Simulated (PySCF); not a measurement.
C5H10OS (charge +1 and doublet state).
Z-matrix (Å and degrees, GFN2-xTB geometry), rows numbered from 1:
```
C 
O   1  1.4101
C   2  1.3120  1  120.07
C   3  1.3632  2  121.61  1   176.77
C   4  1.4742  3  123.90  2    -1.57
C   5  1.5552  4  112.22  3   110.46
S   6  1.8057  5  112.02  4   -77.99
H   1  1.0947  2  108.83  3  -104.78
H   1  1.0913  2  112.27  3    16.54
H   1  1.0912  2  107.55  3   138.22
H   3  1.0873  2  118.24  1    -3.02
H   4  1.0787  3  118.17  2   177.00
H   5  1.0901  4  111.03  3   -13.08
H   5  1.0933  4  108.89  3  -133.17
H   6  1.0877  5  109.44  4   161.86
H   6  1.0887  5  110.45  4    40.88
H   7  1.3403  6   97.01  5   -76.87
```

The hyperfine couplings belong to this conformer and change with its torsions.

The species is `CO/C=C\CC[SH+]` [radical] (charge +1).

Method used: UKS B3LYP, pcH-1 on C H O S, non-relativistic, mean-field spin-orbit, GIAO in PySCF 2.14.0. Isolated species at its GFN2-xTB geometry (one conformer only). GFN2-xTB frequencies show an imaginary mode (24i cm⁻¹), so this geometry is no minimum at that level. A GFN2-xTB geometry isn't a minimum of the functional, and hyperfine couplings can be far from their values at a DFT geometry, by a factor of two or more for some ions and for spin on atoms past the first row. The SCF solution wasn't tested for stability.

Problem. Break the g tensor into its mass correction, gauge correction and orbital-Zeeman/spin–orbit terms.

Solution. 
```json
{"Δg (ppt)": "relativistic mass correction", "1": "-0.21", "2": "-0.21", "3": "-0.21"}
{"Δg (ppt)": "gauge correction", "1": "0.01", "2": "0.04", "3": "0.04"}
{"Δg (ppt)": "orbital Zeeman/spin–orbit", "1": "0.74", "2": "4.01", "3": "17.06"}
{"Δg (ppt)": "total", "1": "0.53", "2": "3.84", "3": "16.89"}
```

So g = 2.00285, 2.00616, 2.01921 and g_iso = 2.00941; the tensor is rhombic: the two nearest values differ by 20 % of g3 − g1. Axes: g3 points within 5° of the C4–H12 bond.

Problem. How much does each term add to the isotropic shift?

Solution. The orbital-Zeeman/spin–orbit term 7.27, the mass correction -0.21 and the gauge correction 0.03 ppt, for a total of 7.09 ppt. The orbital-Zeeman/spin–orbit term is the largest in size. The mass correction is the same along every axis, so the anisotropy comes from the other two: their spans along these axes are 0.04 (gauge) and 16.32 ppt (orbital Zeeman/spin–orbit).

Problem. What are the electron Larmor frequencies g μB B/h along the three axes at 340 mT?

Solution. 9.5310, 9.5468, 9.6089 GHz for g1, g2 and g3, a range of 77.9 MHz.

Problem. At 9.382 GHz, how far is the centre of the isotropic spectrum from where a free electron (g = 2.002319) resonates?

Solution. B = hν/(g μB) with μB/h = 13.99624 MHz/mT gives 334.77 mT for the free electron and 333.59 mT at g_iso, 1.18 mT lower.

Problem. In a frozen sample, at which fields do the three g values resonate at 9.5, 34, 94 and 263 GHz (hyperfine left aside), and which band first spreads them over more than twice a line width of 1.0 mT?

Solution. 
| band | GHz | B(g3) mT | B(g2) mT | B(g1) mT | spread mT |
| --- | --- | --- | --- | --- | --- |
| X | 9.5 | 336.15 | 338.33 | 338.89 | 2.75 |
| Q | 34.0 | 1203.06 | 1210.88 | 1212.88 | 9.83 |
| W | 94.0 | 3326.10 | 3347.73 | 3353.26 | 27.17 |
| J | 263.0 | 9305.99 | 9366.51 | 9382.00 | 76.01 |

The spread grows in proportion to the frequency. X band is the first where it exceeds 2.0 mT.

The Mulliken spin populations are largest on C4 (+0.36), S7 (+0.28), O2 (+0.20) and C3 (+0.11). Three atoms exceed +0.15.

The HOMO–LUMO gaps are 6.21 eV among the α and 1.27 eV among the β orbitals.
